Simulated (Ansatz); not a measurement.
`[CH3][Ge]([CH3])([CH3])[Cl]`. Charge 0, multiplicity 1.

```xyz
14

C    -0.9199   -1.5998    0.3408
Ge   -0.3060    0.2009   -0.0639
C     0.5860    1.0455    1.4440
C     0.7438    0.2852   -1.6992
Cl   -2.1032    1.3805   -0.4395
H    -1.5673   -1.5869    1.2182
H    -0.0667   -2.2517    0.5413
H    -1.4809   -2.0032   -0.5028
H    -0.0694    1.0454    2.3155
H     0.8427    2.0765    1.1985
H     1.5015    0.5033    1.6910
H     1.6672   -0.2866   -1.5830
H     0.9972    1.3206   -1.9291
H     0.1749   -0.1297   -2.5318
```

Task: List the harmonic frequencies (cm⁻¹, unscaled) at PBE0-D4/def2-TZVP in Ansatz. (An estimate is asked.)

Result: Ansatz gave: 119, 130, 131, 153, 153, 179, 184, 184, 397, 580, 624, 624, 715, 760, 760, 842, 846, 846, 1261, 1261, 1270, 1441, 1449, 1449, 1453, 1453, 1464, 3060, 3060, 3062, 3149, 3149, 3151, 3162, 3163, 3163.

Task: Is this a minimum?

Result: Yes, all 36 modes are real.

Task: Give the ideal-gas thermochemistry at 298.15 K and 1 bar (rigid rotor, harmonic oscillator; point group C3v, symmetry number 3).

Result: Zero-point energy 292.2 kJ/mol; H(298) − E = 319.0 kJ/mol; entropy 383.0 J/(mol·K), of which translation 171.6, rotation 107.0, vibration 104.3; G(298) − E = 204.8 kJ/mol.
